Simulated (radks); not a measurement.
Q: Coherent X-ray form factor from a spherical all-electron density. All-electron calculation, scalar-relativistic Kohn-Sham, PBE, spin-polarised, spherical densities, point nucleus. Program: a radial shooting solver on a logarithmic mesh with Libxc functionals.

sin(theta)/lambda (1/angstrom)  f0 (electrons)
0.05                                    52.670
0.1                                     51.708
0.15                                    50.197
0.2                                     48.256
0.25                                    46.018
0.3                                     43.617
0.4                                     38.748
0.5                                     34.236
0.6                                     30.308
0.8                                     24.244
1                                       20.188
1.25                                    16.988
1.5                                     14.767
2                                       11.029

The species is in the configuration that NIST lists as its ground one. Which atom or ion scatters so?

A: The samarium ion Sm9+, [Kr] 4d10 4f4 5s2 5p1. Extrapolating in s^2 from the first two rows gives f0(0) = 53.0, near the electron count 53; among species with that count, the fall with angle is slower the higher Z, and the table is that of Z = 62; from so few rows the species is fixed only to a neighbour or two.
